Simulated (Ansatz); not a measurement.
The first iterations of a band of F + FH5OW (9 atoms, charge 0, multiplicity 2).

Method: Ansatz, UHF/def2-SVP.

```yaml
movable_images: 5
climbing_image: yes
spring: 5.0 eV/Å²
optimiser: quadratic models (default)
start_path: through a guess of the saddle point
force_threshold: 0.5 eV/Å
iteration_limit: 10
end_points: relaxed
```

Image 0:

```xyz
9
Properties=species:S:1:pos:R:3
W 0.293 0.043 0.305
F -0.435 0.153 2.060
O 2.063 -0.346 -0.169
H 2.597 -0.657 -0.883
H -0.093 1.445 -0.526
H -1.298 0.080 -0.183
H -0.387 -1.406 -0.117
H 0.040 -0.215 -1.320
F -0.282 -0.048 4.733
```

Image 6:

```xyz
9
Properties=species:S:1:pos:R:3
W -0.087 -0.101 -0.592
F 2.566 -0.512 3.489
O 1.345 -0.379 0.550
H 1.619 -0.379 1.455
H -0.608 1.501 -0.844
H -1.686 -0.081 -0.021
H -0.779 -1.497 -1.277
H 0.353 0.133 -2.214
F -0.226 0.362 3.354
```

| iteration | highest image above the first end (eV) | largest band force component (eV/Å) |
| --- | --- | --- |
| 1 | 7.663 | 20.674 |
| 2 | 6.104 | 3.525 |
| 3 | 5.114 | 3.060 |

Does the band converge within its limit, and where does its top end?

It did not converge within its limit. It ended after 10 iterations with the highest image 4.010 eV above the first end. The band didn't meet its force threshold, so its energies are provisional: the largest band force was still 0.70 eV/Å, and over the last iterations the top stayed at 4.02 eV. Inner images lie below an end point, which means an intermediate or an end that isn't the lowest structure nearby.

The run took 4.8 min on 2 threads of Arm Neoverse V1, with other jobs on the host, peak memory 0.32 GiB.
